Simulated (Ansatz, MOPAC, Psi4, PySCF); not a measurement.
Gas-phase reaction in SMILES: C[SiH]([SiH3])C [dimethyl(silyl)silane] → C[SiH]([CH2])[SiH3] + H atom (the C-H bond breaks)

Property: bond dissociation energy (enthalpy at 298 K), in kcal/mol. Terms: dispersion terms only where a functional's name holds one; six Cartesian d functions in 6-31G* and its kin unless marked 5d; open shells spin-unrestricted; spin-orbit terms left out; valence correlation only; non-relativistic; 6-311+G** with 5d, 6d on Na to Ar in Ansatz (a first-principles code). CBS(X,Y): correlation extrapolated as X^-3; Hartree-Fock from the larger set. First-principles rows: single points at B3LYP-D3(BJ) geometries (Ansatz), with unscaled harmonic terms from B3LYP/6-31G* (Ansatz) at its own minima. Semi-empirical rows: MOPAC heats of formation at their own minima for 298 K.

Coupled cluster (Ansatz) is a level with limits of its own, used here on species with T1 under 0.025 (0.045 for open shells) and stable references: CCSD(T)/CBS(cc-pV(T+d)Z,cc-pV(Q+d)Z).

Value to compare with, CCSD(T)/CBS(cc-pV(T+d)Z,cc-pV(Q+d)Z) (Ansatz): 100.4 kcal/mol.

```json
[
 {"level": "PM6", "program": "MOPAC", "bond dissociation energy (enthalpy at 298 K) (kcal/mol)": "87.6", "difference": "-12.8"},
 {"level": "BLYP/6-31G*", "program": "Ansatz", "bond dissociation energy (enthalpy at 298 K) (kcal/mol)": "96.9", "difference": "-3.5"},
 {"level": "B3LYP/6-31G*", "program": "Ansatz", "bond dissociation energy (enthalpy at 298 K) (kcal/mol)": "98.7", "difference": "-1.7"},
 {"level": "B3LYP/6-311+G**", "program": "Ansatz", "bond dissociation energy (enthalpy at 298 K) (kcal/mol)": "97.8", "difference": "-2.6"},
 {"level": "M06-2X/6-31G* (5d)", "program": "PySCF", "bond dissociation energy (enthalpy at 298 K) (kcal/mol)": "100.5", "difference": "0.1"},
 {"level": "wB97X-D/6-31G*", "program": "Psi4", "bond dissociation energy (enthalpy at 298 K) (kcal/mol)": "100.4", "difference": "0.0"},
 {"level": "B3LYP/def2-TZVPD", "program": "Ansatz", "bond dissociation energy (enthalpy at 298 K) (kcal/mol)": "97.4", "difference": "-3.0"},
 {"level": "PBE0/def2-TZVPD", "program": "Ansatz", "bond dissociation energy (enthalpy at 298 K) (kcal/mol)": "96.5", "difference": "-3.9"}
]
```

Among the 6 habitual levels, PM6 lies farthest from CCSD(T)/CBS(cc-pV(T+d)Z,cc-pV(Q+d)Z) (Ansatz) (-12.8 kcal/mol); 1 of 6 lie above it, and their mean absolute difference is 3.5 kcal/mol, the median 2.1. One case shows no general order.

The levels are drawn from those run, B3LYP/6-31G* more often than the rest, none by its result; left out are runs that failed, that the program found above a lower state of the same kind, or whose <S^2> lies over 0.5 above the pure value.
